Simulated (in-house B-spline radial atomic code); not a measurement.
Binding energies in Rh

NIST's tabulated ground configuration is [Kr] 4d8 5s1; each binding energy is the energy of the ion with one electron taken from that subshell, relaxed, less that of the parent. All numbers are computed (Dirac-Kohn-Sham PBE0, spherical fractional occupations; Fermi nucleus of rms radius 4.4945 fm) with a radial B-spline atomic code at the basis-set limit, not measured. Energies include first-order Breit, QED and recoil terms.

Caution: exact exchange at fractional occupations of open shells leaves self-interaction of up to several eV.

```json
{"subshell": "1s", "X-ray name": "K", "binding energy (eV)": "23303.5", "-ε (eV)": "23109.2", "relaxation (eV)": "-254.3"}
{"subshell": "2s", "X-ray name": "L1", "binding energy (eV)": "3402.9", "-ε (eV)": "3370.6", "relaxation (eV)": "-38.9"}
{"subshell": "2p1/2", "X-ray name": "L2", "binding energy (eV)": "3161.3", "-ε (eV)": "3118.1", "relaxation (eV)": "-49.5"}
{"subshell": "2p3/2", "X-ray name": "L3", "binding energy (eV)": "3021.5", "-ε (eV)": "2973.3", "relaxation (eV)": "-52.5"}
{"subshell": "3s", "X-ray name": "M1", "binding energy (eV)": "622.7", "-ε (eV)": "611.7", "relaxation (eV)": "-11.9"}
{"subshell": "3p1/2", "X-ray name": "M2", "binding energy (eV)": "523.9", "-ε (eV)": "512.6", "relaxation (eV)": "-12.2"}
{"subshell": "3p3/2", "X-ray name": "M3", "binding energy (eV)": "500.5", "-ε (eV)": "487.4", "relaxation (eV)": "-13.6"}
{"subshell": "3d3/2", "X-ray name": "M4", "binding energy (eV)": "326.9", "-ε (eV)": "312.3", "relaxation (eV)": "-14.8"}
{"subshell": "3d5/2", "X-ray name": "M5", "binding energy (eV)": "322.7", "-ε (eV)": "307.3", "relaxation (eV)": "-15.4"}
{"subshell": "4s", "X-ray name": "N1", "binding energy (eV)": "92.87", "-ε (eV)": "87.76", "relaxation (eV)": "-5.27"}
{"subshell": "4p1/2", "X-ray name": "N2", "binding energy (eV)": "62.03", "-ε (eV)": "57.05", "relaxation (eV)": "-5.09"}
{"subshell": "4p3/2", "X-ray name": "N3", "binding energy (eV)": "58.7", "-ε (eV)": "53.09", "relaxation (eV)": "-5.67"}
{"subshell": "4d", "X-ray name": "N4,5", "binding energy (eV)": "12.14", "-ε (eV)": "7.03", "relaxation (eV)": "-5.10"}
{"subshell": "5s", "X-ray name": "O1", "binding energy (eV)": "6.81", "-ε (eV)": "4.14", "relaxation (eV)": "-2.69"}
```

Relaxation = -ε minus the binding energy without Breit, QED and recoil terms. With a density functional, K lines can miss by some tenths of a per cent, more in light atoms. For a density functional the relaxation so defined is negative, because -ε of a Kohn-Sham level is smaller than the binding energy.

Emission lines follow as differences of binding energies, with λ = 12398.42 eV·Å / E:

```csv
line,holes,energy (eV),wavelength (Å)
K-L3,1s → 2p3/2,20282.0,0.6113
K-L2,1s → 2p1/2,20142.2,0.61554
K-M3,1s → 3p3/2,22803.0,0.54372
L3-M5,2p3/2 → 3d5/2,2698.8,4.594
L2-M4,2p1/2 → 3d3/2,2834.4,4.3743
L1-M3,2s → 3p3/2,2902.4,4.2718
L3-M1,2p3/2 → 3s,2398.8,5.1686
```

(1) What screening constant σ does Moseley's law, E = (3/4)·13.6057 eV·(Z - σ)², need for K-L3?

Moseley's non-relativistic formula needs a falling, then negative, screening constant for heavy elements, because relativity binds the 1s electron more strongly than the formula allows.

(2) What does it cost to remove both a 3d5/2 and a 4s electron?

(3) What does it cost to remove both a 3s and a 4s electron?

(4) What does it cost to remove both a 3d5/2 and a 4p1/2 electron?

Answers

(1) σ = 0.42.

(2) 432.85 eV, which is 17.24 eV more than the two single binding energies together.

(3) 732.61 eV, which is 17.07 eV more than the two single binding energies together.

(4) 401.23 eV, which is 16.47 eV more than the two single binding energies together.
